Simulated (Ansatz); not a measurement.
```xyz
14

H     1.9127   -0.0576   -1.0681
H     1.8363    0.8799   -0.8102
H     1.3962    1.6431   -0.3918
H     0.6796    2.0809    0.1042
H    -0.1717    2.1065    0.5796
H    -0.9889    1.7149    0.9402
H    -1.6103    0.9837    1.1145
H    -1.9127    0.0576    1.0681
H    -1.8363   -0.8799    0.8102
H    -1.3962   -1.6431    0.3918
H    -0.6796   -2.0809   -0.1042
H     0.1717   -2.1065   -0.5796
H     0.9889   -1.7149   -0.9402
H     1.6103   -0.9837   -1.1145
```

Basis set: 6-31G* (spherical functions). All electrons are correlated. Charge 0, multiplicity 1.

Computed with Ansatz (development build ahead of 0.2.0); each method stands on the lowest determinant of its kind that the runs found. Restricted open shells among the atoms or ions are ROHF, correlated in semicanonical orbitals with singles.

Question: Give the atomization energy at this shape (free ground-state atoms in the same class of orbitals less the molecule, no zero-point energy) of singlet H₁₄ by RHF-MP2, RHF.

Answer:

```
 method  atomization energy
RHF-MP2     453.16 kcal/mol
    RHF     336.59 kcal/mol
```

Caution: stretched shape with no unrestricted run beside it, a lower state can exist. Caution for RHF-MP2: bonds are stretched, where a single reference can fail.
